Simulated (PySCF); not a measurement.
How a change of structure moves an absorption spectrum

Computed, not measured: PySCF, TDDFT CAM-B3LYP/def2-SVPD, vertical, gas phase, core orbitals frozen in the response. Geometries: GFN2-xTB; one conformer of each isolated species. Triplets are in the Tamm–Dancoff approximation. 'Strongest' means the level of largest summed f among the lowest 8 singlets; it needn't be the same kind of state in each.

Parent: `C1=CSC=P1`, with lowest singlet excitation energy 5.07 eV, mean static polarisability 74.0 au, energy of the strongest computed level 6.35 eV, oscillator strength of the strongest level 0.18, LUMO energy -0.31 eV, HOMO energy -8.14 eV. Its spectrum: 5.07 eV (f 0.117); 5.38 eV (f 0.021); 5.40 eV (f 0.007); 5.90 eV (f 0.001); 6.35 eV (f 0.177).

(1) Order the derivatives by their lowest singlet excitation, lowest first, with the shift from the parent.
A. H replaced by Cl: `Clc1pccs1`
B. H replaced by COCH3: `CC(=O)c1pccs1`
C. H replaced by F: `Fc1pccs1`

(1) B (shift -1.49 eV), A (shift -0.42 eV), C (shift -0.14 eV).

| change | SMILES | Δ S1 (eV) | Δ α (au) | Δ strongest (eV) | Δ f (strongest) | Δ LUMO (eV) | Δ HOMO (eV) |
| --- | --- | --- | --- | --- | --- | --- | --- |
| H replaced by Cl | Clc1pccs1 | -0.42 | +14.9 | -0.19 | +0.01 | -0.41 | +0.05 |
| H replaced by COCH3 | CC(=O)c1pccs1 | -1.49 | +28.2 | -2.11 | -0.03 | -1.20 | -0.23 |
| H replaced by F | Fc1pccs1 | -0.14 | +0.5 | -0.09 | +0.05 | -0.15 | -0.05 |

S1 falls most with H replaced by COCH3 (-1.49 eV); all changes lower it. S1 is simply the lowest singlet of each species and needn't be the same kind of state throughout.
